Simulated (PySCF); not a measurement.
**Core binding energy against partial charge**

Species: C6H8B2.
Bonds: C1–C2 (double), C2–B3, B3–C4, C4–C5 (double), C5–B6, B6–C7, C7–C8 (double), B3–C8. Hydrogens: H9, H10 on C1; H11 on C2; H12 on C4; H13 on C5; H14 on B6; H15 on C7; H16 on C8.

Binding energies: PySCF 2.14.0, delta-SCF UKS SCAN, pcX-2 on the ionised atom, pcseg-1 elsewhere, spin-free X2C. Charges: PBE0/pcSseg-1 ground-state density, for the ionised atom.

```
atom                 environment  C 1s (eV)  Mulliken (e)  IAO (e)  Hirshfeld (e)  ESP (e)
  C5  unsaturated ring CH carbon     289.69        -0.316   -0.226         -0.098   -0.253
  C4  unsaturated ring CH carbon     289.76        -0.326   -0.211         -0.092   -0.268
  C2            alkene CH carbon     290.09        -0.417   -0.254         -0.113   -0.346
  C1        terminal =CH2 carbon     290.60        -0.140   -0.211         -0.043   -0.222
```

Q: Give the correlation coefficient and slope of binding energy on charge for each scheme.

A: Hirshfeld: r = 0.76, slope 10.5 eV per e; Mulliken: r = 0.67, slope 2.4 eV per e; ESP: r = 0.25, slope 2.0 eV per e; IAO: r = 0.10, slope 2.1 eV per e. Hirshfeld charges have the highest r, on only 4 points.

Q: The point-charge model writes a binding energy as kq + V + constant, with V the potential of the other atoms' charges at the site. What does it give with the Mulliken charges?

A: V = Σ 14.40 eV Å × q/r over all other atoms: +2.59 eV at C5, +3.15 eV at C4, +5.03 eV at C2, +1.38 eV at C1. Fitting binding energy − V to q gives k = 14.7 eV per e and leaves an rms residual of 0.21 eV, against 0.27 eV for the fit on q alone. The model has no term for differences in relaxation between sites.

One conformer (not necessarily the lowest) at the PBE0-D3(BJ)/def2-SVP geometry, without solvent, vibrations or thermal averaging.

Shape of the structure used: `[CH2:1]=[CH:2][B:3]1[CH:4]=[CH:5][BH:6][CH:7]=[CH:8]1`: C1–C2–B3–C4 176°.
